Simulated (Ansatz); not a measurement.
Program: Ansatz. Geometries: PBE0-D4/def2-TZVP. ΔE: electronic, gas phase. CCSD(T)/CBS adds triple-zeta CCSD(T) − MP2 to the extrapolated MP2 energy (def2 sets, frozen cores). Double bonds are as drawn, so ΔE can hold a change between cis and trans. DFT in def2-TZVPP. B3LYP here is the variant with VWN-RPA as its local correlation; programs differ in this. For Ge outer-core shells are correlated without core-valence functions, which leaves a few kJ/mol of doubt a bond. Scalar relativity is left out up to krypton. Each species was taken in one conformer, which may not be the lowest.

Reaction (redistribution): `O[SiH](O)[SiH](Cl)Cl` + `F/C=[CH]/[GeH3]` → `O[SiH](O)/C=[CH]\[GeH3]` + `F[SiH](Cl)Cl`

| level | ΔE (kcal/mol) |
| --- | --- |
| PBE-D4 | -44.5 |
| PBE0-D4 | -47.2 |
| B3LYP-D4 | -50.0 |
| PBE0 | -46.8 |
| HF/def2-TZVPP | -53.7 |
| MP2/def2-QZVPP | -56.6 |
| MP2/CBS(def2) | -56.5 |
| CCSD/CBS(def2) | -54.0 |

Task: What does CCSD(T)/CBS give? (Best estimate.)

Result: Ansatz gave: -53.7 kcal/mol. The listed levels differ from it by 9.2, 6.5, 3.7, 6.9, 0.0, -2.9, -2.8, -0.3 kcal/mol.

Largest T1 diagnostic among the species: 0.012.

The D4 term adds −0.9 kcal/mol with B3LYP and −0.4 kcal/mol with PBE0; it sums over pairs of atoms, weighted by their polarisabilities, and B3LYP, whose exchange is more repulsive, gets the larger term. From PBE to PBE0 (25 % exact exchange), in def2-TZVPP and without D4, ΔE moves by −2.8 kcal/mol.
